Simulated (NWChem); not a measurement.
System: C2H4CuN; SMILES [N+](#[C-]->[CuH])C

The following NWChem deck was run.

```
start job
memory heap 200 mb stack 900 mb global 1100 mb
geometry units angstroms noautoz
  Cu    -0.900598    -0.259410    -1.045684
  H     -1.877840    -0.536033    -2.194679
  C      1.936540     0.555975     2.259474
  N      1.034459     0.292354     1.213946
  C      0.287270     0.077796     0.344269
  H      1.899352     1.622251     2.525837
  H      2.959253     0.300824     1.945866
  H      1.673266    -0.043149     3.143173
end
basis spherical
  Cu library def2-svp
  H library def2-svp
  C library def2-svp
  N library def2-svp
end
dft
  xc pbe0
  iterations 150
  mulliken
end
task dft energy
```

NWChem printed, in part:

```
             Northwest Computational Chemistry Package (NWChem) 7.3.0
             --------------------------------------------------------

 C1  symmetry detected

                             Geometry "geometry" -> ""
                             -------------------------

 Output coordinates in angstroms (scale by  1.889725989 to convert to a.u.)

  No.       Tag          Charge          X              Y              Z
 ---- ---------------- ---------- -------------- -------------- --------------
    1 Cu                  29.0000     0.00035184    -1.38097005    -0.00001992
    2 H                    1.0000     0.00774330    -2.91447898     0.00271235
    3 C                    6.0000     0.00332394     3.05053818     0.00026628
    4 N                    7.0000    -0.00374387     1.64471996    -0.00010972
    5 C                    6.0000    -0.00473188     0.47824521    -0.00064785
    6 H                    1.0000     0.75704373     3.42112370    -0.70955732
    7 H                    1.0000     0.24453590     3.42422650     1.00603351
    8 H                    1.0000    -0.98487143     3.43152023    -0.29555339

 Effective nuclear repulsion energy (a.u.)     187.9682041104

                                 NWChem DFT Module
                                 -----------------

 Summary of "ao basis" -> "ao basis" (spherical)
 ------------------------------------------------------------------------------
       Tag                 Description            Shells   Functions and Types
 ---------------- ------------------------------  ------  ---------------------
 Cu                         def2-svp                11       31   5s3p2d1f
 H                          def2-svp                 3        5   2s1p
 C                          def2-svp                 6       14   3s2p1d
 N                          def2-svp                 6       14   3s2p1d

            General Information
            -------------------
          SCF calculation type: DFT
          Wavefunction type:  closed shell.
          No. of atoms     :     8
          No. of electrons :    52
           Alpha electrons :    26
            Beta electrons :    26
          Charge           :     0
          Spin multiplicity:     1
          Use of symmetry is: off; symmetry adaption is: off
          Maximum number of iterations: 150
          AO basis - number of functions:    93
                     number of shells:    41
          Convergence on energy requested:  1.00D-06
          Convergence on density requested:  1.00D-05
          Convergence on gradient requested:  5.00D-04

              XC Information
              --------------
                         PBE0 Method XC Functional
                     Hartree-Fock (Exact) Exchange  0.250
          PerdewBurkeErnzerhof Exchange Functional  0.750
            Perdew 1991 LDA Correlation Functional  1.000 local
           PerdewBurkeErnz. Correlation Functional  1.000 non-local

             Grid Information
             ----------------
          Grid used for XC integration:  medium
          Radial quadrature: Mura-Knowles
          Angular quadrature: Lebedev.
          Tag              B.-S. Rad. Rad. Pts. Rad. Cut. Ang. Pts.
          ---              ---------- --------- --------- ---------
          Cu                  1.35      112          12.0       590
          H                   0.35       45          14.0       434
          C                   0.70       49          14.0       434
          N                   0.65       49          11.0       434
          Grid pruning is: on
          Number of quadrature shells:   439
          Spatial weights used:  Erf1

      Superposition of Atomic Density Guess
      -------------------------------------

 Sum of atomic energies:       -1770.17614465

      Non-variational initial energy
      ------------------------------

 Total energy =   -1771.730897
 1-e energy   =   -2831.865573
 2-e energy   =     872.166472
 HOMO         =      -0.383114
 LUMO         =      -0.000825

     ---------------------------------------------
      Total Density - Mulliken Population Analysis
     ---------------------------------------------

    Atom       Charge   Shell Charges
 -----------   ------   -------------------------------------------------------
    1 Cu  29    29.16   2.00  2.00  2.00  0.81  0.06  6.00  6.01  0.35  8.36  1.58  0.00
    2 H    1     1.17   0.66  0.50  0.01
    3 C    6     5.96   1.99  0.92  0.18  1.93  0.90  0.03
    4 N    7     7.06   1.99  1.03  0.41  2.30  1.30  0.03
    5 C    6     5.97   1.99  1.03  0.39  1.61  0.90  0.05
    6 H    1     0.89   0.67  0.20  0.02
    7 H    1     0.89   0.67  0.20  0.02
    8 H    1     0.89   0.67  0.20  0.02

   convergence    iter        energy       DeltaE   RMS-Dens  Diis-err
 ---------------- ----- ----------------- --------- --------- ---------
 d= 0,ls=0.0,diis     1  -1772.8999007173 -1.96D+03  2.54D-01  2.08D+00
 d= 0,ls=0.5,diis     2  -1740.3325825490  3.26D+01  3.55D-02  1.75D+02
 d= 0,ls=0.5,diis     3  -1748.9375635992 -8.60D+00  3.55D-02  2.14D+02
 d= 0,ls=0.5,diis     4  -1754.8068886501 -5.87D+00  4.46D-02  1.83D+02
 d= 0,ls=0.5,diis     5  -1761.6308724594 -6.82D+00  3.08D-02  9.97D+01
 d= 0,ls=0.5,diis     6  -1764.9764874069 -3.35D+00  6.57D-02  5.34D+01
 d= 0,ls=0.5,diis     7  -1768.5411873163 -3.56D+00  9.80D-02  4.09D+01
 d= 0,ls=0.5,diis     8  -1772.1191755783 -3.58D+00  4.06D-02  8.94D+00
 d= 0,ls=0.5,diis     9  -1772.9074993417 -7.88D-01  1.62D-02  7.01D-01
 d= 0,ls=0.5,diis    10  -1773.0373923048 -1.30D-01  7.87D-03  7.64D-02
  Resetting Diis
 d= 0,ls=0.5,diis    11  -1773.0666021177 -2.92D-02  4.25D-03  1.32D-01
 d= 0,ls=0.5,diis    12  -1773.0717585731 -5.16D-03  6.04D-03  2.35D-01
 d= 0,ls=0.5,diis    13  -1773.0706978760  1.06D-03  2.44D-03  4.32D-01
 d= 0,ls=0.5,diis    14  -1773.0971887564 -2.65D-02  1.65D-03  6.63D-02
 d= 0,ls=0.5,diis    15  -1773.1041893003 -7.00D-03  1.10D-03  6.70D-03
 d= 0,ls=0.5,diis    16  -1773.1063049812 -2.12D-03  7.94D-04  1.87D-03
 d= 0,ls=0.5,diis    17  -1773.1074121094 -1.11D-03  5.66D-04  8.57D-04
 d= 0,ls=0.5,diis    18  -1773.1079775057 -5.65D-04  3.94D-04  5.91D-04
 d= 0,ls=0.5,diis    19  -1773.1082699516 -2.92D-04  2.76D-04  2.94D-04
 d= 0,ls=0.5,diis    20  -1773.1084153213 -1.45D-04  1.90D-04  1.10D-04
 d= 0,ls=0.5,diis    21  -1773.1084828286 -6.75D-05  1.31D-04  4.31D-05
 d= 0,ls=0.5,diis    22  -1773.1085137983 -3.10D-05  8.43D-05  1.87D-05
 d= 0,ls=0.5,diis    23  -1773.1085270116 -1.32D-05  5.48D-05  8.36D-06
 d= 0,ls=0.5,diis    24  -1773.1085327337 -5.72D-06  3.72D-05  3.89D-06
 d= 0,ls=0.5,diis    25  -1773.1085353808 -2.65D-06  2.51D-05  1.76D-06
 d= 0,ls=0.5,diis    26  -1773.1085365885 -1.21D-06  1.69D-05  7.77D-07
 d= 0,ls=0.5,diis    27  -1773.1085371364 -5.48D-07  1.14D-05  3.53D-07
 d= 0,ls=0.5,diis    28  -1773.1085373854 -2.49D-07  7.67D-06  1.61D-07

         Total DFT energy =    -1773.108537498795
      One electron energy =    -2838.626340192498
           Coulomb energy =      963.420157445231
    Exchange-Corr. energy =      -85.870558861975
 Nuclear repulsion energy =      187.968204110446

 Numeric. integr. density =       51.999983688052

                       DFT Final Molecular Orbital Analysis
                       ------------------------------------

 Vector   24  Occ=2.000000D+00  E=-2.677324D-01
              MO Center=  3.5D-04, -1.4D+00, -1.7D-05, r^2= 3.4D-01
   Bfn.  Coefficient  Atom+Function         Bfn.  Coefficient  Atom+Function
  ----- ------------  ---------------      ----- ------------  ---------------
    17      0.697731  1 Cu d  0              19     -0.402834  1 Cu d  2
    18     -0.280359  1 Cu d  1              22      0.252379  1 Cu d  0
    24     -0.145711  1 Cu d  2              23     -0.101410  1 Cu d  1

 Vector   25  Occ=2.000000D+00  E=-2.677323D-01
              MO Center=  3.2D-04, -1.4D+00, -8.3D-05, r^2= 3.4D-01
   Bfn.  Coefficient  Atom+Function         Bfn.  Coefficient  Atom+Function
  ----- ------------  ---------------      ----- ------------  ---------------
    18      0.805670  1 Cu d  1              23      0.291421  1 Cu d  1
    17      0.242801  1 Cu d  0              19     -0.140175  1 Cu d  2
    22      0.087824  1 Cu d  0              24     -0.050704  1 Cu d  2

 Vector   26  Occ=2.000000D+00  E=-2.101969D-01
              MO Center=  4.2D-03, -2.2D+00,  1.4D-03, r^2= 1.9D+00
   Bfn.  Coefficient  Atom+Function         Bfn.  Coefficient  Atom+Function
  ----- ------------  ---------------      ----- ------------  ---------------
     4      0.421010  1 Cu s                 19      0.334347  1 Cu d  2
    32      0.302797  2 H  s                  3     -0.245510  1 Cu s
    33      0.208832  2 H  s                 17      0.193046  1 Cu d  0
    53      0.177843  4 N  s                 13     -0.174866  1 Cu py
    67     -0.164713  5 C  s                 72     -0.140840  5 C  py

 Vector   27  Occ=0.000000D+00  E=-2.529427D-02
              MO Center=  4.0D-02,  7.1D-01,  3.1D-02, r^2= 3.1D+00
   Bfn.  Coefficient  Atom+Function         Bfn.  Coefficient  Atom+Function
  ----- ------------  ---------------      ----- ------------  ---------------
    73      0.532887  5 C  pz                70      0.441944  5 C  pz
    59     -0.426697  4 N  pz                85      0.364867  7 H  s
    56      0.357692  4 N  pz                80     -0.299187  6 H  s
    14      0.236660  1 Cu pz                16     -0.212107  1 Cu d -1
    45     -0.204728  3 C  pz                84      0.140822  7 H  s

 Vector   28  Occ=0.000000D+00  E=-2.528390D-02
              MO Center= -4.4D-02,  7.1D-01, -3.1D-02, r^2= 3.1D+00
   Bfn.  Coefficient  Atom+Function         Bfn.  Coefficient  Atom+Function
  ----- ------------  ---------------      ----- ------------  ---------------
    71      0.532950  5 C  px                68      0.442011  5 C  px
    57     -0.426745  4 N  px                90     -0.380624  8 H  s
    54      0.357701  4 N  px                80      0.251329  6 H  s
    12      0.236685  1 Cu px                15     -0.212097  1 Cu d -2
    43     -0.204386  3 C  px                89     -0.147693  8 H  s

 Vector   29  Occ=0.000000D+00  E= 3.570403D-02
              MO Center=  2.6D-03,  2.0D+00,  4.4D-04, r^2= 1.1D+01
   Bfn.  Coefficient  Atom+Function         Bfn.  Coefficient  Atom+Function
  ----- ------------  ---------------      ----- ------------  ---------------
    39      1.892055  3 C  s                  5     -0.992018  1 Cu s
    80     -0.924772  6 H  s                 85     -0.926160  7 H  s
    90     -0.927721  8 H  s                  4      0.552689  1 Cu s
    44      0.387150  3 C  py                33      0.285954  2 H  s
    38      0.266423  3 C  s                 66      0.182670  5 C  s

     ---------------------------------------------
      Total Density - Mulliken Population Analysis
     ---------------------------------------------

    Atom       Charge   Shell Charges
 -----------   ------   -------------------------------------------------------
    1 Cu  29    28.85   2.00  2.00  2.00  0.69  0.15  6.00  6.01  0.37  7.78  1.86  0.00
    2 H    1     1.21   0.67  0.53  0.01
    3 C    6     5.94   1.99  0.90  0.12  2.11  0.78  0.04
    4 N    7     7.15   1.99  1.00  0.42  2.46  1.25  0.02
    5 C    6     6.14   1.99  1.03  0.43  1.79  0.85  0.06
    6 H    1     0.90   0.73  0.15  0.02
    7 H    1     0.90   0.73  0.15  0.02
    8 H    1     0.90   0.73  0.15  0.02

     -------------------------------------------
      Total Density - Lowdin Population Analysis
     -------------------------------------------

    Atom       Charge   Shell Charges
 -----------   ------   -------------------------------------------------------
    1 Cu  29    29.04   2.00  2.00  1.96  0.58  0.29  5.99  5.90  0.61  7.58  2.11  0.00
    2 H    1     1.23   0.61  0.60  0.02
    3 C    6     5.98   1.96  0.57  0.30  1.88  1.17  0.10
    4 N    7     6.96   1.97  0.74  0.39  2.27  1.54  0.05
    5 C    6     5.97   1.97  0.72  0.45  1.66  1.04  0.12
    6 H    1     0.94   0.63  0.24  0.07
    7 H    1     0.94   0.63  0.24  0.07
    8 H    1     0.94   0.63  0.24  0.07

     Multipole analysis of the density
     ---------------------------------

     L   x y z        total         alpha         beta         nuclear
     -   - - -        -----         -----         ----         -------
     0   0 0 0     -0.000000    -26.000000    -26.000000     52.000000

     1   1 0 0     -0.001698     -0.000849     -0.000849     -0.000000
     1   0 1 0      3.283378      1.641689      1.641689      0.000000
     1   0 0 1     -0.001757     -0.000879     -0.000879     -0.000000

     2   2 0 0    -23.675951    -14.700625    -14.700625      5.725298
     2   1 1 0      0.042454     -0.005877     -0.005877      0.054208
     2   1 0 1     -0.000155     -0.000033     -0.000033     -0.000090
     2   0 2 0    -23.217698   -324.339342   -324.339342    625.460986
     2   0 1 1      0.010832      0.009255      0.009255     -0.007677
     2   0 0 2    -23.675818    -14.700005    -14.700005      5.724192
```

Level: PBE0/def2-SVP. Structure relaxed at the PBE0/def2-SVP level.
